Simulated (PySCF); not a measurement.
Cartesian coordinates (Å):
```xyz
8

C     -1.1041    -0.0568    -0.0171
C      0.3488     0.1039    -0.0088
C      1.5491    -0.2975     0.0863
O      1.1310     1.2513    -0.1792
H     -1.3832    -1.0962     0.1476
H     -1.5447     0.5683     0.7632
H     -1.5029     0.2814    -0.9765
H      2.5060    -0.7544     0.1845
```
Charge 0, spin multiplicity 1.

Q: What is the computed dipole moment, HOMO and total energy (PBE-D3(BJ)/def2-TZVP // B3LYP-D3(BJ)/def2-TZVP in PySCF)?

A: 
```json
{
  "dipole_moment": "2.53 D",
  "HOMO": "-4.26 eV",
  "total_energy": "-191.6561 Ha"
}
```
